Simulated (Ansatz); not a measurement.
NbCl4, SMILES [Cl][Nb]([Cl])([Cl])[Cl] (connectivity only; charge and spin as stated), neutral, multiplicity 2.

Geometry optimised at PBE-D3(BJ)/def2-SVP. The spin state was assumed, not searched. The isomer is the one that the SMILES or the coordinates give; other isomers of the formula were not compared. The def2 effective core potentials stand for the cores of Nb; spin–orbit coupling is left out.

Two levels are set side by side: PBE/def2-SVPD (Ansatz, a first-principles code) and CAM-B3LYP/def2-SVPD (Ansatz). Energy differences of separate SCF runs at the same geometry; the states with an electron removed or added have multiplicity 1 and 3. Differences are taken from unrounded values.

```csv
quantity,CAM-B3LYP,PBE,PBE minus CAM-B3LYP
vertical ionisation energy (eV),8.62,7.81,-0.82
vertical electron affinity (eV),2.59,2.03,-0.57
```
